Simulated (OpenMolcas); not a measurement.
An OpenMolcas run meant for Pr2+ (ANO-RCC-VDZP, DKH2; inactive shells 1s 2s 2p 3s 3p 3d 4s 4p 4d 5s 5p; intended active space 3 electrons in 7 orbitals (4f)). One step of its input:

```
&RASSCF
FileOrb=start.orb
Symmetry=2
Spin=4
nActEl=3 0 0
Inactive=15 12
Ras2=0 7
CIRoot=39 39 1
SDav=35
CIMx=300
Iter=98 100
PrWF=0.3
OrbListing=Nothing
MaxOrb=0
Atom
>>> COPY $Project.JobIph JOB001
```

Lines from the output:

```
...
      Number of secondary orbitals              34
      Spin quantum number                      1.5
      State symmetry                             2
Orbital specifications:
      -----------------------

      Symmetry species                           1   2
                                                ag  au
      Frozen orbitals                            0   0
      Inactive orbitals                         15  12
      Active orbitals                            0   7
      RAS1 orbitals                              0   0
      RAS2 orbitals                              0   7
      RAS3 orbitals                              0   0
      Secondary orbitals                        21  13
      Deleted orbitals                           0   0
      Number of basis functions                 36  32
      Number of CSFs                            35
      Number of root(s) required                39
 ************ ERROR ***********
  You can't ask for more roots
  than there are configurations
 ******************************
--- Stop Module: rasscf at  /rc=_RC_INPUT_ERROR_ ---
.####################.
.# User input error #.
.####################.
```

What is wrong with the input?

CIRoot asks for more roots than the active space has configuration state functions.
